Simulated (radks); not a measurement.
As IV, configuration [Ar] 3d10 4s1 4p1 (not the ground configuration).

Method: Dirac Kohn-Sham, PBE, spin-unpolarised, spherical densities, finite nucleus; open shells fill j = l - 1/2 first; Fermi nuclear charge, rms radius 4.0968 fm; computed with a radial shooting solver on a logarithmic mesh with Libxc functionals.

Energy parts (Ry):
part                        energy
total                  -4516.97013
kinetic                 4619.00455
electron-nucleus      -10825.24776
Hartree                 1854.76563
exchange-correlation    -165.49256

Orbitals (lengths in bohr, moments of r in powers of bohr; r(90%) holds 90 % of the orbital's charge):
orbital,occ.,eigenvalue (Ry),r(90%),<r^4>,small-component weight
1s1/2,2,-863.7790,0.0813,0.00001999,1.43e-02
2s1/2,2,-111.8792,0.314,0.004067,2.78e-03
2p1/2,2,-100.2421,0.286,0.002835,2.77e-03
2p3/2,4,-97.55414,0.291,0.003040,2.72e-03
3s1/2,2,-16.62187,0.893,0.2720,6.49e-04
3p1/2,2,-12.70975,0.934,0.3268,5.98e-04
3p3/2,4,-12.34009,0.950,0.3496,5.83e-04
3d3/2,4,-5.64434,1.12,0.7089,4.59e-04
3d5/2,6,-5.59025,1.12,0.7277,4.55e-04
4s1/2,1,-3.32563,2.54,17.61,1.04e-04
4p1/2,1,-2.49275,2.94,31.22,8.10e-05
4p3/2,0,-2.45728,2.97,32.77,7.95e-05

The highest occupied level is 4p1/2 at -33.916 eV. The electron density at the nucleus is 3.555e+04 e/bohr^3. Summed over all electrons, <r^2> = 17.37 bohr^2, which gives a Langevin (diamagnetic) susceptibility term of -13.8 x 10^-6 cm^3/mol.
